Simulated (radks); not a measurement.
Question: In I, 49 electrons, occupied as [Kr] 4d10 5s2 5p1. Calculated with a radial shooting solver on a logarithmic mesh with Libxc functionals: scalar-relativistic Kohn-Sham, PW91, spin-polarised, spherical densities, point nucleus; open shells are filled with parallel spins first (spin-orbit coupling, left out, can overturn this in heavy ions). Some entries of the table are withheld. Estimate them.

| orbital | occ. | eigenvalue (eV) | <r^2> (bohr^2) | <1/r> (bohr^-1) |
|---|---|---|---|---|
| 1s up | 1 | -27757.80 | 0.001194 | 51.86 |
| 1s down | 1 | -27757.79 | 0.001194 | 51.86 |
| 2s up | 1 | -4156.198 | 0.01947 | 11.82 |
| 2s down | 1 | -4156.198 | 0.01947 | 11.82 |
| 2p up | 3 | -3730.695 | 0.01536 | 11.38 |
| 2p down | 3 | -3730.689 | 0.01536 | 11.38 |
| 3s up | 1 | -788.5890 | 0.1390 | 4.181 |
| 3s down | 1 | -788.5814 | 0.1390 | 4.181 |
| 3p up | 3 | -649.2491 | 0.1399 | 3.982 |
| 3p down | 3 | -649.2405 | 0.1399 | 3.982 |
| 3d up | 5 | -432.8385 | 0.1250 | 3.754 |
| 3d down | 5 | -432.8317 | 0.1250 | 3.754 |
| 4s up | 1 | -119.6484 | 0.8140 | 1.634 |
| 4s down | 1 | -119.6348 | 0.8139 | 1.634 |
| 4p up | 3 | -78.1213 | 0.9725 | 1.477 |
| 4p down | 3 | -78.1046 | 0.9719 | 1.477 |
| 4d up | 5 | -18.6453 | 1.693 | (1) |
| 4d down | 5 | -18.5713 | 1.675 | (2) |
| 5s up | 1 | -8.5170 | (3) | 0.4914 |
| 5s down | 1 | -7.9277 | (4) | 0.4968 |
| 5p up | 1 | -2.8230 | 16.14 | 0.3472 |
| 5p down | 0 | -2.1724 | 16.45 | 0.3449 |

Answer: 
(1) 4d up <1/r> (bohr^-1): 1.135
(2) 4d down <1/r> (bohr^-1): 1.139
(3) 5s up <r^2> (bohr^2): 7.844
(4) 5s down <r^2> (bohr^2): 7.753
